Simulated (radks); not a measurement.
Neutral niobium inside a hard spherical wall (all orbitals vanish at R), configuration held at [Kr] 4d4 5s1 and not refilled when levels cross. All-electron calculation, scalar-relativistic Kohn-Sham, LDA (Slater exchange, VWN5 correlation), spin-polarised, spherical densities, point nucleus; open shells are filled with parallel spins first (spin-orbit coupling, left out, can overturn this in heavy ions). Program: a radial shooting solver on a logarithmic mesh with Libxc functionals. Eigenvalues in eV for spin up, with the zero of energy where the potential of the charges vanishes at infinity; a dash marks a level that is unbound or too diffuse for the functional's potential to be trusted. A positive occupied level is held by the wall or, in an anion where self-interaction has pushed it up, behind a barrier. The pressure on the wall is -dE/dV.

R (bohr)	E (hartree)	kinetic (hartree)	e(4s)	e(4p)	e(5s)	e(4d)	e(5p, empty)	e(6s, empty)	pressure (GPa)
free	-3815.66300	3927.561	-58.802	-35.051	-4.668	-3.814	-1.466	-0.034	0
15	-3815.66299	3927.561	-58.801	-35.051	-4.668	-3.813	-1.461	0.392	< 0.0001
12	-3815.66293	3927.562	-58.794	-35.043	-4.662	-3.806	-1.426	1.009	0.00127
10	-3815.66234	3927.568	-58.747	-34.997	-4.624	-3.766	-1.303	2.118	0.0170
5	-3815.49967	3928.334	-55.264	-31.642	-0.470	-0.664	5.249	26.292	17.6
2	-3801.51474	3975.471	-4.705	21.858	155.96	65.779	180.87	409.57	18100
1.5	-3768.57491	4068.985	73.736	108.50	403.72	165.65	434.33	895.69	130000
